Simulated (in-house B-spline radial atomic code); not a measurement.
A fraction x of an electron is removed from 2p in Al, starting from [Ne] 3s2 3p1 and keeping the highest spin. Method: non-relativistic CAM-B3LYP, spin-polarised, spherical fractional occupations, point nucleus. Calculated with a radial B-spline atomic code at the basis-set limit.

Caution: exact exchange at fractional occupations of open shells leaves self-interaction of up to several eV.

```csv
x,E(x) - E(0) (eV),2p down level (eV)
0,0.0000,-75.879
0.11,8.4649,-78.039
0.23,17.9742,-80.462
0.31,24.4770,-82.113
0.48,38.7402,-85.708
0.5,?,?
0.6,49.1809,-88.312
0.65,53.6240,-89.413
0.83,?,?
0.92,78.5822,-95.503
1,86.2963,-97.353
```

Task: What belongs in the row x = 0.5?

Result: An energy change of 40.4586 eV; 2p down at -86.138 eV.

Task: What belongs in the row x = 0.83?

Result: An energy change of 70.0797 eV; 2p down at -93.446 eV.

Task: Check Janak's theorem between x = 0.11 and 0.23.

Result: The slope of the energy is 79.24 eV; the orbital levels give 79.25 eV (-ε of the emptying orbital, averaged over the two points).
